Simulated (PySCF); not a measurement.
## C7H15P: core ionisation energies

Species: C7H15P.
Atom-mapped SMILES: `[CH3:1][P:2]1[CH2:3][CH2:4][CH2:5][CH2:6][CH2:7][CH2:8]1`

Computed, not measured: delta-SCF UKS SCAN, pcX-2 on the ionised atom, pcseg-1 elsewhere, spin-free X2C in PySCF. Vertical ΔSCF values, vacuum level as zero.

What binding energy does each computed site have?

```
atom(s)     bonded to    level  binding energy (eV)  2p1/2 (eV)  above the level's lowest (eV)  count
     P2           3 C  P 2p3/2               135.56      136.45                           0.00      1
  C3/C8  C, 2 H and P     C 1s               290.04           –                           0.00      2
     C1     3 H and P     C 1s               290.20           –                          +0.16      1
  C5/C6   2 C and 2 H     C 1s               290.30           –                          +0.26      2
  C4/C7   2 C and 2 H     C 1s               290.35           –                          +0.31      2
     P2           3 C     P 1s              2149.13           –                           0.00      1
```

Lowest listed C 1s: C3/C8, bonded to C, 2 H and P. Highest, 0.31 eV above it: C4/C7, bonded to 2 C and 2 H. Summing the Pauling electronegativity differences to the bonded atoms, each weighted by its formal bond order, gives -1.06 for the lowest site and -0.70 for the highest; no listed site has a larger sum than the highest. The smallest sum, -1.41, belongs to C1, 0.16 eV above the lowest. The values 290.30 and 290.35 eV lie too close for their order to be trusted.

What is the longest wavelength that can ionise C 1s of C3/C8 vertically?

λ = hc/E = 12398.42 eV Å / 290.04 eV = 42.747 Å.

Which photon energy gives electrons from C 1s of C3/C8 a kinetic energy of 200 eV, and what is their de Broglie wavelength?

hν = 290.04 + 200 = 490.04 eV, recoil neglected; λ = 12.264 Å/√(E/eV) = 0.87 Å.

Topologically equivalent atoms share the value of their first member; where this conformer doesn't relate them by symmetry, their own values could differ. The 2p values aren't plain energy differences: one relaxed spin-free 2p hole is combined with a matrix within the shell (ground-state 2p orbital-energy differences and spin–orbit coupling). 2p3/2, the mean of its two sublevels, lies a third of the splitting below the shell's mean and 2p1/2 two thirds above it; the statistical areas are 2:1. 2p1/2 minus 2p3/2 (ligand field included): P 0.90 eV. The structure is a single PBE0-D3(BJ)/def2-SVP conformer in the gas phase; no vibrational or solvent corrections.

Time: 2.5 min wall; peak memory 0.78 GiB. Hardware: Arm Neoverse V1, one thread, shared host.
